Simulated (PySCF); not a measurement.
B3LYP has the VWN-RPA correlation part, as in Gaussian. Excitations are Tamm–Dancoff values on a coarser integration grid. The basis has no diffuse functions, so Rydberg states are missing or too high.

Cartesian coordinates (Å):
SMILES: CC[Si](O)(CC)CC
```xyz
24

C     -2.1317    -1.3423    -0.7327
C     -1.4998    -1.0696     0.6393
Si     0.1391    -0.1530     0.5696
O      0.5643     0.0922     2.1836
C      1.4579    -1.1887    -0.3023
C      2.8747    -0.6019    -0.2354
C     -0.0443     1.5156    -0.3017
C     -1.1186     2.4213     0.3156
H     -1.4702    -1.9489    -1.3732
H     -2.3388    -0.4064    -1.2777
H     -3.0867    -1.8856    -0.6458
H     -1.3330    -2.0164     1.1829
H     -2.1898    -0.4832     1.2710
H      1.3659     0.6030     2.3429
H      1.1526    -1.3261    -1.3555
H      1.4445    -2.1975     0.1480
H      3.2018    -0.4682     0.8097
H      2.9303     0.3850    -0.7242
H      3.6188    -1.2502    -0.7260
H     -0.2607     1.3297    -1.3696
H      0.9365     2.0258    -0.2886
H     -2.1201     1.9669     0.2397
H     -1.1679     3.4057    -0.1779
H     -0.9247     2.5928     1.3868
```
Charge 0, spin multiplicity 1.

Question: What is the computed S1 excitation (TDA), HOMO and total energy (B3LYP-D3(BJ)/def2-TZVP // B3LYP-D3(BJ)/def2-SVP (PySCF 2.14.0))?

Answer: 
The S1 excitation (TDA) is 6.69 eV, the HOMO is -7.34 eV and the total energy comes out as -603.2686 Ha.
